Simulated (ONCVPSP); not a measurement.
**Building the ONCV potential for tellurium (PBE, fully relativistic).**

Te, optimised norm-conserving Vanderbilt (ONCV), made with ONCVPSP 4.0.1 (PBE, fully relativistic). Core [Kr] 4d10, reference 5s2 5p3 (charge +1). Waves: 5s: rc 1.55 bohr, ncon 4, nbas 9, qcut 3.9 1/bohr, 2 projectors, debl 3.2 Ha; 5p: rc 2.20 bohr, ncon 3, nbas 7, qcut 3 1/bohr, 2 projectors, debl 3.3 Ha; d scattering state at 0.23 Ha: rc 2.35 bohr, ncon 4, nbas 8, qcut 4 1/bohr, 2 projectors, debl 1.7 Ha. Local part: polynomial inside 1.20 bohr (lpopt 5, dvloc0 0 Ha). Core correction: Teter function, fcfact 2.75, rcfact 1.4.

Open shells are filled in proportion to 2j + 1.

What the tests gave:

- Cutoffs needed: 19 Ha and 94 Ha (the cutoffs (Ha) at which the residual kinetic energy of the hardest occupied pseudo-wave falls to 1 and 0.1 mHa per electron) The cutoffs count occupied waves only; projector 2 of the d channel, the hardest unoccupied one, needs 52 Ha at the loose tolerance.
- Ghost test: ghosts flagged at negative energy: s at -62.1 eV (a further GHOST(-) flag falls on a real empty level of the atom); GHOST(+) flagged for p3/2 at 52.9 eV, p1/2 at 60.2 eV, d3/2 at 74.8 eV, d5/2 at 77.8 eV; a true bound ghost makes a file unfit for plane-wave use
- Largest excitation error: -117 meV (all-electron minus pseudo) for 5s2 5p1, out of 4 test configurations
- rms error of d²Exc/dni dnj: 10.09 mHa without and 4.60 mHa with the model core

Generation and tests took about 4.3 s on one core of a shared server CPU.
